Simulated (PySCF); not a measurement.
Mapped SMILES: `[BH2:1][Br:2]` (H(Xn): hydrogen on atom n).

Geometry: PBE0-D3(BJ)/def2-SVP; GIAO shifts from PySCF 2.14, gas phase, non-relativistic, averaged over equivalent atoms.

At PBE0/pcSseg-1 (68 basis functions, 2.4 s wall time on 1 thread of an Arm Neoverse V1, shared host):
```tsv
atoms	δ (ppm)
B1	84.7
Br2	679.7
H(B1)	7.77
```

Shifts are taken against calculated references (same method and geometry level): BF3·OEt2 for 11B (σref 100.73); 79Br (σref 2584.45) against HBr; 1H (σref 31.27) against TMS.

Question: What do these become at mPW1PW91/pcSseg-2?

Answer: 
| atoms | δ at mPW1PW91/pcSseg-2 | change |
| --- | --- | --- |
| B1 | 86.8 | +2.1 |
| Br2 | 654.6 | -25.1 |
| H(B1) | 7.73 | -0.04 |

Shifts are taken against calculated references (same method and geometry level): BF3·OEt2 for 11B (σ = 99.12 ppm); 79Br (σ = 2582.97 ppm) against HBr; 1H (σ = 31.29 ppm) against TMS.

The largest change is at Br2 (bromine bonded to B). Cost: 127 basis functions, 3.5 s wall time on 1 thread of an Arm Neoverse V1, shared host.

Relativistic effects, spin–orbit coupling among them, are left out; they matter for Br and for the light atoms bonded to it.
